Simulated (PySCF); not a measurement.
## PBE0 on Gd⁴³⁺ (gadolinium, charge +43)

Configuration: [Ar] 3d3, high-spin 4F determinant. All numbers are calculated (PySCF 2.14, no relativity, point nucleus, in an even-tempered Gaussian basis (16 s from 8.4 bohr⁻², ratio 2.5; 10 p from 11 bohr⁻², ratio 2.5; 7 d from 11 bohr⁻², ratio 2.5; 4 f from 40 bohr⁻², ratio 2.7; 3 g from 61 bohr⁻², ratio 2.7)).

- Total energy: -9306.22 hartree
- One-electron energy: -10604.99 hartree
- Hartree (Coulomb) energy: 1452.27 hartree
- Exchange-correlation energy: -153.50 hartree
- Kinetic energy: 9306.69242 hartree
- ⟨S²⟩: 3.7501
- ⟨L²⟩: 12.000
- Sum of ⟨r⟩: 3.248 bohr
- Sum of ⟨r²⟩: 0.7297 bohr²
- Density at the nucleus (Gaussians lack the cusp): 184000 bohr⁻³
- Spin density at the nucleus: -6.02 bohr⁻³

```csv
shell,electrons,mean orbital energy (hartree),"rms radius, mean of both spins (bohr)"
1s α,1,-1824.50511,0.0274
1s β,1,-1824.49566,0.0274
2s α,1,-365.04922,0.108
2s β,1,-364.40433,0.108
2p α,3,-352.18800,0.0934
2p β,3,-351.67144,0.0934
3s α,1,-137.41871,0.261
3s β,1,-136.84615,0.261
3p α,3,-132.19830,0.250
3p β,3,-131.51473,0.250
3d α,3,-123.80422,0.217
```

A non-relativistic calculation at this Z misses sizeable relativistic shifts. Spin-orbit coupling is strong in this species (close to jj coupling), so the high-spin LS determinant is a model state, not a physical level.
